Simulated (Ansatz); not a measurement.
Co (SMILES [Co]), quartet; PBE/aug-cc-pVDZ in Ansatz (a program for electronic structure).

Ansatz was given this input:
Ansatz 0.2 input:
```yaml
crystal:
  periodic: [false, false, false]
  atoms:
    - {symbol: Co, position_ang: [0.00000000, 0.00000000, 0.00000000]}
basis:
  gaussian:
    orbitals: aug-cc-pVDZ
hamiltonian:
  xc: pbe
magnetization: {spin_polarized: true, initial_magnetization: 3}
```

Write the output that Ansatz gives for this input, abridged.


```
Functional definition: PBE
534 factors; their error is unknown
mean field evaluation 1: about -37612.4939 eV, gradient 5.3e1 eV
mean field evaluation 2: about -37089.7718 eV, gradient 2.3e2 eV
mean field evaluation 4: about -37617.9504 eV, gradient 1.9e1 eV
mean field evaluation 8: about -37617.9503 eV, gradient 1.9e1 eV
mean field evaluation 16: about -37619.8750 eV, gradient 1.2e0 eV
mean field evaluation 32: about -37619.8635 eV, gradient 2.3e0 eV
mean field evaluation 64: about -37612.4939 eV, gradient 5.3e1 eV
mean field evaluation 96: about -37619.1372 eV, gradient 2.9e0 eV
mean field evaluation 128: about -37619.7729 eV, gradient 1.2e0 eV
mean field evaluation 160: about -37618.8279 eV, gradient 8.4e0 eV
mean field evaluation 192: about -37619.8800 eV, gradient 4.1e-5 eV
mean field evaluation 224: about -37619.8825 eV, gradient 2.9e-2 eV
mean field evaluation 256: about -37619.8812 eV, gradient 1.6e-1 eV
mean field evaluation 288: about -37619.2633 eV, gradient 1.2e1 eV
mean field evaluation 320: about -37619.8655 eV, gradient 1.1e0 eV
mean field evaluation 352: about -37619.8285 eV, gradient 1.2e0 eV
mean field evaluation 384: about -37619.8782 eV, gradient 8.9e-1 eV
mean field -37619.88096988 eV, -1382.5051259721 hartree, gradient 2.4e-6 eV, S^2 3.752442; 25 other end points of the search recorded, 0 dependent functions left out
reference -37619.88100379 eV, -1382.5051272183 hartree; 15, 12 occupied and 44, 47 virtual orbitals, 534 factors
Total energy: -37619.88100379 eV, -1382.5051272183 hartree
```
